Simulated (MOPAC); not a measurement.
A run for MOPAC: PM3 on GeH5N (SMILES [NH2][GeH3]), a point of a bond scan (R = 2.690 Å).

```
PM3 1SCF PRECISE CHARGE=0 THREADS=1
GeH5N

Ge    -0.36016542 1     0.04050046 1     0.02987818 1
N      1.47031303 1    -0.14001610 1    -0.20882542 1
H     -1.53663430 1    -1.61659615 1    -1.73201403 1
H     -0.70255945 1     1.50788045 1    -0.27308504 1
H     -0.85896258 1    -0.30670081 1     1.45462877 1
H      1.80695904 1    -1.08530079 1    -0.07685644 1
H      2.02009845 1     0.47463113 1     0.37790643 1
```

Output:

```
*******************************************************************************
 **                                                                           **
 **                              MOPAC v23.2.5                                **
 **                                                                           **
 *******************************************************************************
 ** MOPAC's Digital Object Identifier: https://doi.org/10.5281/zenodo.6511958 **
 **                                                                           **
 ** Please cite the open-source release paper for use of this MOPAC version:  **
 ** J. E. Moussa and J. J. P. Stewart (2026)                                  **
 ** MOPAC: An open-source semiempirical molecular orbital program             **
 ** J. Open Source Softw., 11(119), 8025, https://doi.org/10.21105/joss.08025 **
 *******************************************************************************

                              PM3 CALCULATION RESULTS

 *******************************************************************************
 *  PM3        - The PM3 Hamiltonian to be used
 *
 *
 *
 *                 CHARGE ON SYSTEM = 0
 *
 *
 *
 *  PRECISE    - TIGHTER CRITERIA TO BE USED
 *  1SCF       - DO 1 SCF AND THEN STOP
 *  THREADS=1  - MULTI-THREADING NOT USED
 *  T=         - A TIME OF 172800.0 SECONDS REQUESTED
 *  DUMP=N     - RESTART FILE WRITTEN EVERY 7200.0 SECONDS REQUESTED
 *******************************************************************************
PM3 1SCF PRECISE CHARGE=0 THREADS=1
 GeH5N

   ATOM   CHEMICAL          X               Y               Z
  NUMBER   SYMBOL      (ANGSTROMS)     (ANGSTROMS)     (ANGSTROMS)

     1      Ge         -0.36016542  *   0.04050046  *   0.02987818  *
     2       N          1.47031303  *  -0.14001610  *  -0.20882542  *
     3       H         -1.53663430  *  -1.61659615  *  -1.73201403  *
     4       H         -0.70255945  *   1.50788045  *  -0.27308504  *
     5       H         -0.85896258  *  -0.30670081  *   1.45462877  *
     6       H          1.80695904  *  -1.08530079  *  -0.07685644  *
     7       H          2.02009845  *   0.47463113  *   0.37790643  *



          CARTESIAN COORDINATES

    NO.       ATOM           X           Y           Z

     1        Ge         -0.3602      0.0405      0.0299
     2         N          1.4703     -0.1400     -0.2088
     3         H         -1.5366     -1.6166     -1.7320
     4         H         -0.7026      1.5079     -0.2731
     5         H         -0.8590     -0.3067      1.4546
     6         H          1.8070     -1.0853     -0.0769
     7         H          2.0201      0.4746      0.3779

  H: (PM3): J. J. P. STEWART, J. COMP. CHEM. 10, 209 (1989).
  N: (PM3): J. J. P. STEWART, J. COMP. CHEM. 10, 209 (1989).
 Ge: (PM3): J. J. P. STEWART, J. COMP. CHEM. 12, 320-341 (1991).

           Empirical Formula: H5 N Ge  =     7 atoms



      MOLECULAR POINT GROUP   :   C1


      RHF CALCULATION, NO. OF DOUBLY OCCUPIED LEVELS = 7


 -------------------------------------------------------------------------------
 PM3 1SCF PRECISE CHARGE=0 THREADS=1
 GeH5N



     1SCF WAS SPECIFIED, SO BFGS WAS NOT USED
     SCF FIELD WAS ACHIEVED


                              PM3 CALCULATION
                                                       MOPAC v23.2.5 Linux




          FINAL HEAT OF FORMATION =        103.67287 KCAL/MOL =     433.76729 KJ/MOL


          COSMO AREA              =         99.58 SQUARE ANGSTROMS
          COSMO VOLUME            =         84.01 CUBIC ANGSTROMS

          IONIZATION POTENTIAL    =          9.029844 EV
          HOMO LUMO ENERGIES (EV) =         -9.030 -1.940
          NO. OF FILLED LEVELS    =          7
          MOLECULAR WEIGHT        =         91.6362         POINT GROUP:  C1

          MOLECULAR DIMENSIONS (Angstroms)

            Atom       Atom       Distance
            H     7    H     3     4.63415
            H     6    H     4     3.51375
            H     5    N     2     2.36677


          SCF CALCULATIONS        =          1





   ATOM   CHEMICAL          X               Y               Z
  NUMBER   SYMBOL      (ANGSTROMS)     (ANGSTROMS)     (ANGSTROMS)

     1      Ge         -0.36016542  *   0.04050046  *   0.02987818  *
     2       N          1.47031303  *  -0.14001610  *  -0.20882542  *
     3       H         -1.53663430  *  -1.61659615  *  -1.73201403  *
     4       H         -0.70255945  *   1.50788045  *  -0.27308504  *
     5       H         -0.85896258  *  -0.30670081  *   1.45462877  *
     6       H          1.80695904  *  -1.08530079  *  -0.07685644  *
     7       H          2.02009845  *   0.47463113  *   0.37790643  *

                             CARTESIAN COORDINATES

   1   Ge       -0.360165420     0.040500460     0.029878180
   2    N        1.470313030    -0.140016100    -0.208825420
   3    H       -1.536634300    -1.616596150    -1.732014030
   4    H       -0.702559450     1.507880450    -0.273085040
   5    H       -0.858962580    -0.306700810     1.454628770
   6    H        1.806959040    -1.085300790    -0.076856440
   7    H        2.020098450     0.474631130     0.377906430


           Empirical Formula: H5 N Ge  =     7 atoms



      MOLECULAR POINT GROUP   :   C1


                  EIGENVALUES
 -27.57081 -15.56442 -14.28030 -13.31397 -12.10116  -9.87348  -9.02984  -1.94026
   0.29576   0.65814   2.77235   4.37294   5.26110


              NET ATOMIC CHARGES AND DIPOLE CONTRIBUTIONS

  ATOM NO.   TYPE          CHARGE      No. of ELECS.   s-Pop       p-Pop
    1         Ge           0.314679        3.6853     0.72497     2.96035
    2          N          -0.182573        5.1826     1.45395     3.72862
    3          H           0.007815        0.9922     0.99218
    4          H          -0.097574        1.0976     1.09757
    5          H          -0.130075        1.1301     1.13008
    6          H           0.037813        0.9622     0.96219
    7          H           0.049915        0.9501     0.95009
 DIPOLE           X         Y         Z       TOTAL
 POINT-CHG.    -0.213    -0.475    -0.541     0.751
 HYBRID         0.210    -0.198     1.288     1.320
 SUM           -0.003    -0.673     0.747     1.005


          ATOMIC ORBITAL ELECTRON POPULATIONS

     Atom    s        px        py        pz
    1 Ge   0.72497   0.92651   1.02984   1.00399
    2  N   1.45395   1.06250   1.05618   1.60993
    3  H   0.99218
    4  H   1.09757
    5  H   1.13008
    6  H   0.96219
    7  H   0.95009

 **********************
 *                    *
 * JOB ENDED NORMALLY *
 *                    *
 **********************




 == MOPAC DONE ==
```

The run finished.

Cost: about 0.03 core-seconds (a rough figure).
